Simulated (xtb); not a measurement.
CH9HfN3, SMILES [CH3][Hf]([NH2])([NH2])[NH2], multiplicity 1. All values are semi-empirical tight-binding results from xtb (GFN2-xTB unless named), good for trends rather than for accurate numbers. Coordinates come from a GFN2-xTB optimisation. The spin state was assumed, not searched. One conformer was computed; it need not be the lowest.

Optimised geometry:

Bonded distances (Å): Hf1–N2 2.056, Hf1–N5 2.059, Hf1–N8 2.055, Hf1–C11 2.253, N2–H3 1.022, N2–H4 1.022, N5–H6 1.023, N5–H7 1.023, N8–H9 1.022, N8–H10 1.022, C11–H12 1.098, C11–H13 1.098, C11–H14 1.100. Angles (°): N2–Hf1–N5 105.2, N2–Hf1–N8 113.2, N2–Hf1–C11 107.8, N5–Hf1–N8 105.7, N5–Hf1–C11 117.9, N8–Hf1–C11 107.2, Hf1–N2–H3 117.9, Hf1–N2–H4 118.3, H3–N2–H4 105.1, Hf1–N5–H6 115.1, Hf1–N5–H7 116.4, H6–N5–H7 105.0, Hf1–N8–H9 116.9, Hf1–N8–H10 118.0, H9–N8–H10 105.0, Hf1–C11–H12 112.7, Hf1–C11–H13 114.7, Hf1–C11–H14 110.1, H12–C11–H13 106.3, H12–C11–H14 106.2, H13–C11–H14 106.3.

For metal compounds this method's bond lengths and energies can be far off.

Computed properties:
The orbital gap is 2.69 eV and the zero-point energy is 61.8 kcal/mol. The G − E(el) at 298.15 K (modified RRHO) comes out as 36.8 kcal/mol.

Computed atomic charges and the Wiberg bond orders between heavy atoms:
charges (e) Hf1 0.94, N2 -0.55, H3 0.14, H4 0.15, N5 -0.55, H6 0.15, H7 0.15, N8 -0.55, H9 0.14, H10 0.14, C11 -0.30, H12 0.04, H13 0.04, H14 0.04. Bond orders Hf1–N2 0.86, Hf1–N5 0.85, Hf1–N8 0.85, Hf1–C11 0.77.
